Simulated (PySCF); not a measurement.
Correlation energy of O (oxygen, neutral)

[He] 2s2 2p4, high-spin 3P determinant. All numbers are calculated (PySCF 2.14, scalar relativity by spin-free X2C-1e, in dyall-acv3z (15s9p4d2f, 76 functions)). Frozen: 1s2; 6 electrons correlated; the 19 highest virtual orbitals of each spin left out.

MP2 pair energies summed by pair of shells (mhartree):

```csv
pair,energy,share (%)
2s-2p,-70.21,46.5
2p-2p,-69.52,46.0
2s-2s,-11.35,7.5
```

Total MP2 correlation energy: -151.08 mhartree.

Same-spin part -36.92 and opposite-spin part -114.15 mhartree; SCS-MP2 scales them by 1/3 and 6/5 to -149.29 mhartree.
